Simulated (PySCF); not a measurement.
PySCF was given this input:
```python
from pyscf import gto, scf, dft

mol = gto.Mole()
mol.atom = '''
    Te   -0.251068    0.505871    0.736246
    C    -0.596440    2.038333   -0.756707
    H    -1.008305    2.899197   -0.246492
    H    -1.305635    1.694790   -1.499592
    H     0.331338    2.322662   -1.237676
    C     0.428001   -1.058438   -0.670138
    C    -0.702185   -1.428026   -1.615259
    C     1.629705   -0.561768   -1.454711
    C     0.815150   -2.259603    0.177565
    H    -0.379546   -2.219776   -2.292711
    H    -1.001547   -0.574079   -2.219352
    H    -1.569668   -1.785454   -1.063566
    H     1.367068    0.297672   -2.067702
    H     2.441454   -0.279198   -0.786903
    H     1.993036   -1.347527   -2.118381
    H     1.620415   -2.007244    0.864648
    H    -0.033214   -2.614237    0.759702
    H     1.154766   -3.075090   -0.461279
'''
mol.basis = 'def2-sv(p)'
mol.ecp = {'Te': 'def2-sv(p)'}
mol.charge = 0
mol.spin = 0
mol.verbose = 4
mol.max_memory = 1800
mol.build()

mf = dft.RKS(mol)
mf.xc = 'r2scan'
mf = mf.density_fit(auxbasis='def2-universal-jkfit')
mf.kernel()
```

Q: What HOMO-LUMO gap does DF-R2SCAN/def2-SV(P) (PySCF) give?

A: 3.85 eV

Q: Predict the number of basis functions from DF-R2SCAN/def2-SV(P).

A: 120

Q: What is the computed Mulliken (on the basis functions themselves) charges in atom order (DF-R2SCAN/def2-SV(P))?

A: Te1 0.11, C2 -0.57, H3 0.17, H4 0.17, H5 0.17, C6 -0.43, C7 -0.24, C8 -0.25, C9 -0.27, H10 0.11, H11 0.12, H12 0.13, H13 0.13, H14 0.13, H15 0.12, H16 0.13, H17 0.13, H18 0.12

Q: Estimate the nuclear repulsion energy that DF-R2SCAN/def2-SV(P) returns for this input.

A: 368.6281 Eh
